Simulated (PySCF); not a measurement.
NMR data sheet: C$_{8}$H$_{7}$FSi

| Quantity | Value |
| --- | --- |
| Formula | C8H7FSi |
| SMILES | Fc1cccc2c1C=C[SiH2]2 |
| InChI | InChI=1S/C8H7FSi/c9-7-2-1-3-8-6(7)4-5-10-8/h1-5H,10H2 |
| Point group of the computed structure | Cs |
| Degrees of unsaturation | 6 |
| Carbon signals | 8 |
| Proton signals | 6 |

Molfile (atoms numbered from 1):
```
C8H7FSi
     RDKit          3D

 17 18  0  0  0  0  0  0  0  0999 V2000
    0.6779    2.7692   -0.0676 F   0  0  0  0  0  0  0  0  0  0  0  0
    0.9169    1.4680    0.1074 C   0  0  0  0  0  0  0  0  0  0  0  0
    2.2342    1.0214    0.1325 C   0  0  0  0  0  0  0  0  0  0  0  0
    2.4913   -0.3351    0.3147 C   0  0  0  0  0  0  0  0  0  0  0  0
    1.4373   -1.2424    0.4717 C   0  0  0  0  0  0  0  0  0  0  0  0
    0.1232   -0.7882    0.4451 C   0  0  0  0  0  0  0  0  0  0  0  0
   -0.1515    0.5876    0.2603 C   0  0  0  0  0  0  0  0  0  0  0  0
   -1.5743    0.9654    0.2461 C   0  0  0  0  0  0  0  0  0  0  0  0
   -2.4757   -0.0271    0.4076 C   0  0  0  0  0  0  0  0  0  0  0  0
   -1.5493   -1.6405    0.6134 Si  0  0  0  0  0  4  0  0  0  0  0  0
    3.0394    1.7476    0.0080 H   0  0  0  0  0  0  0  0  0  0  0  0
    3.5256   -0.6869    0.3347 H   0  0  0  0  0  0  0  0  0  0  0  0
    1.6573   -2.3035    0.6142 H   0  0  0  0  0  0  0  0  0  0  0  0
   -1.8450    2.0166    0.1060 H   0  0  0  0  0  0  0  0  0  0  0  0
   -3.5498    0.1695    0.4079 H   0  0  0  0  0  0  0  0  0  0  0  0
   -1.7485   -2.3024    1.9394 H   0  0  0  0  0  0  0  0  0  0  0  0
   -1.8184   -2.6521   -0.4540 H   0  0  0  0  0  0  0  0  0  0  0  0
  1  2  1  0
  2  3  1  0
  3  4  2  0
  4  5  1  0
  5  6  2  0
  6  7  1  0
  7  8  1  0
  8  9  2  0
  9 10  1  0
  7  2  2  0
 10  6  1  0
  3 11  1  0
  4 12  1  0
  5 13  1  0
  8 14  1  0
  9 15  1  0
 10 16  1  0
 10 17  1  0
M  END
```

[PySCF: PBE0-D3(BJ)/def2-SVP structure; PBE/pcSseg-1 with gauge-including orbitals; relativity neglected; in vacuum; single conformer; one averaged value for each set of equivalent atoms]

Referencing at the same level of theory: 1H (σ = 31.20 ppm), 13C (σ = 180.03 ppm), 29Si (σ = 334.61 ppm) against TMS; 19F (σ = 144.73 ppm) against CFCl3.

| carbon | δC, type | δH (multiplicity) | HMBC from (2–3 bonds) | span of the C tensor (ppm) |
| --- | --- | --- | --- | --- |
| C2 | 165.1, C | – | H14, H12, H11 | 130 |
| C3 | 119.9, CH | 6.95 (m) | H13, H12 | 183 |
| C4 | 132.3, CH | 7.20 (m) | H13, H11 | 216 |
| C5 | 131.3, CH | 7.36 (d) | H12, H11, H16/H17 | 225 |
| C6 | 138.7, C | – | H14, H13, H12, H15, H16/H17 | 205 |
| C7 | 140.2, C | – | H14, H13, H11, H15, H16/H17 | 167 |
| C8 | 152.8, CH | 7.77 (m) | H15, H16/H17 | 224 |
| C9 | 129.6, CH | 6.31 (m) | H14, H16/H17 | 214 |

Other nuclei:
```tsv
atoms	nucleus	environment	δ (ppm)	σ (ppm)
H16/H17	1H	hydrogen on a silicon bonded to 2 C, in a 5-membered ring	5.01	26.19
F1	19F	aryl fluorine	-128.3	273.0
Si10	29Si	silicon bonded to 2 C, 2 H, in a 5-membered ring	-40.6	375.2
```

- Carbon types of the structure: 3 × C, 5 × CH, leaving 2 H on heteroatoms.
- δC 165.1: aromatic carbon bearing fluorine; an ipso carbon deshielded by its heteroatom.
- δC 152.8, 129.6: alkene CH; the olefinic region.
- δC 140.2, 138.7: substituted aromatic carbon.
- δC 132.3, 131.3, 119.9: aromatic CH.
- δH 7.77, 6.31: hydrogen on an alkene CH; attached to an sp2 carbon and in the plane of the double bond.

Splittings by 19F in the carbon and heteronuclear signals aren't shown, as no couplings were computed. Shifts are as computed. Against solution values, carbons near 30 ppm lie about +2 ppm off and those near 130 ppm about +2 ppm. Of 1211 compounds with measured shifts, 218 miss one by over three times the rms of a fit or turn the order of signals round; such compounds aren't used in these exercises. Unscaled 19F shifts against computed CFCl3 carry errors that often reach 10 to 50 ppm. Multiplicities follow the n + 1 count of equivalent neighbours, as no J values were calculated; m marks all less simple cases, F and P coupling included.
